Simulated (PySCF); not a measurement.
# W⁺: ionisation energy

W⁺ [Xe] 4f14 5d4 6s1 (6D) → W²⁺ [Xe] 4f14 5d4 (5D), as a difference of total energies. All numbers are calculated (PySCF 2.14, the spin-free X2C one-electron Hamiltonian (Gaussian nucleus), in ANO-RCC-VDZP (7s6p4d2f1g, 68 functions)). Correlated levels: valence: [Xe] 4f14 frozen. The calculations carry no spin-orbit coupling.

```csv
method,ionisation energy (eV)
UHF,15.265
MP2 (valence),15.470
SCS-MP2 (valence),15.334
CCSD (valence),15.497
CCSD(T) (valence),15.500
```

How much does correlation contribute at CCSD(T) (valence)?

15.500 − (15.265) = 0.235 eV, measured against UHF.

A first-order spin-orbit estimate (lowest level to lowest level, LS coupling) adds -0.085 eV.

Errors of the correlated levels include the incompleteness of this basis and the frozen core.

For comparison: 16.37 ± 0.15 eV (semi-empirical (NIST evaluation); NIST Atomic Spectra Database, ionization energies).
